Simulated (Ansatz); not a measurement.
Stepwise reaction of `FB(O[SiH3])O[SiH3]` with hydrogen chloride, as a gas-phase model of exchange steps in deposition or etching. ΔE in kJ/mol.

Program: Ansatz. Geometries: PBE0-D4/def2-TZVP. ΔE: electronic, gas phase. CBS: MP2 limit from def2 TZ/QZ plus the TZ coupled-cluster correction, frozen cores. This one scheme is used for every species. DFT in def2-TZVPP. B3LYP here is the variant with VWN-RPA as its local correlation; programs differ in this. One conformer a species, not always the lowest.

```tsv
step	reaction	PBE-D4	B3LYP-D4	ωB97M-V	CCSD(T)/CBS
1	`FB(O[SiH3])O[SiH3]` + HCl → `FB(Cl)O[SiH3]` + `O[SiH3]`	41.1	52.4	49.7	51.6
2	`FB(Cl)O[SiH3]` + HCl → `FB(Cl)Cl` + `O[SiH3]`	46.3	59.3	55.7	57.2
```

(1) By hand: ΔE of the 2 steps together at CCSD(T)/CBS.

Answers

(1) (51.6) + (57.2) = 108.8 kJ/mol, or 54.4 kJ/mol a step.

In ΔE each step is higher than the one before. All are uphill at CCSD(T)/CBS. PBE-D4 differs from CCSD(T)/CBS by -10.9 to -10.5 kJ/mol a step. Only this route is followed, and other bonds may react first. Isolated molecules leave out the surface, adducts and barriers. Largest T1 diagnostic: 0.012.
